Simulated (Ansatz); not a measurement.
System: sum formula ZrOCl2, net charge -1, doublet state. The spin state was set by rule; other spins were not relaxed. SMILES of the parent species: [Cl][Zr]([Cl])=[O]
Geometry from a B3LYP-D3(BJ)/def2-TZVP (Ansatz, a quantum-chemistry and plane-wave program) optimisation:
```xyz
4

Zr    -0.1861    -0.1845    -0.0582
O     -1.4174    -1.4046    -0.4430
Cl    -0.6795     2.1152    -0.8561
Cl     1.7845    -1.0202     1.2015
```
Charge -1, spin multiplicity 2.

Parts of the frozen-core correlation energy in def2-QZVPP (Ansatz, hartree). Frozen orbitals: 15; correlated occupied orbitals by spin: 13 and 12; virtual: 250 and 251. Open shells are spin-unrestricted. No spin-orbit coupling. Past Kr the def2 sets carry scalar-relativistic core potentials.

```tsv
term	value
reference (HF)	-1040.75202
MP2 opposite-spin	-0.59840
MP2 same-spin	___
CCSD correlation	___
(T)	___
T1 diagnostic	0.021
largest doubles amplitude	0.039
<S^2> of the reference	0.761
```

Question: What belongs in the gaps?

Answer: 
- MP2 same-spin, value: -0.21207
- CCSD correlation, value: -0.81802
- (T), value: -0.04536
